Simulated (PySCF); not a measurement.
# Electronic structure of W³⁺ (tungsten, charge +3) at the PBE level

Configuration: [Xe] 4f14 5d3, high-spin 4F determinant. Calculation: PySCF 2.14, in x2c-TZVPPall (11s7p7d3f1g, 97 functions); the spin-free X2C one-electron Hamiltonian (Gaussian nucleus).

```json
{
  "Total energy": "-16141.64 hartree",
  "One-electron energy": "-22065.78 hartree",
  "Hartree (Coulomb) energy": "6251.90 hartree",
  "Exchange-correlation energy": "-327.76 hartree",
  "⟨S²⟩": "3.7510",
  "⟨L²⟩": "12.004",
  "Sum of ⟨r⟩": "36.21 bohr",
  "Sum of ⟨r²⟩": "35.94 bohr²",
  "Langevin diamagnetic susceptibility": "-28.5 ×10⁻⁶ cm³/mol"
}
```

```csv
shell,electrons,mean orbital energy (eV),spread (eV),"rms radius, mean of both spins (bohr)"
1s β,1,-69289.7,0,0.0208
1s α,1,-69289.7,0,0.0208
2s α,1,-11984.7,0,0.0839
2s β,1,-11984.6,0,0.0839
2p α,3,-10521.9,0,0.0762
2p β,3,-10521.7,0,0.0762
3s α,1,-2784.3,0,0.215
3s β,1,-2784.2,0,0.215
3p α,3,-2348.8,0,0.216
3p β,3,-2348.7,0,0.216
3d α,5,-1830.7,0.001,0.197
3d β,5,-1830.6,0.086,0.197
4s α,1,-597.50,0,0.478
4s β,1,-597.36,0,0.478
4p α,3,-453.80,0,0.509
4p β,3,-453.67,0,0.509
4d α,5,-267.29,0.103,0.550
4d β,5,-267.14,0.233,0.550
5s α,1,-108.18,0,1.13
5s β,1,-106.76,0,1.13
5p α,3,-72.662,0,1.31
5p β,3,-70.795,0,1.31
4f α,7,-62.577,0.084,0.679
4f β,7,-62.244,0.360,0.679
5d α,3,-32.238,0,1.89
```

Spin-orbit coupling, absent here, splits the open shell strongly.

Densities and radii are taken from the X2C orbitals without a picture-change correction, which distorts them close to the nucleus.
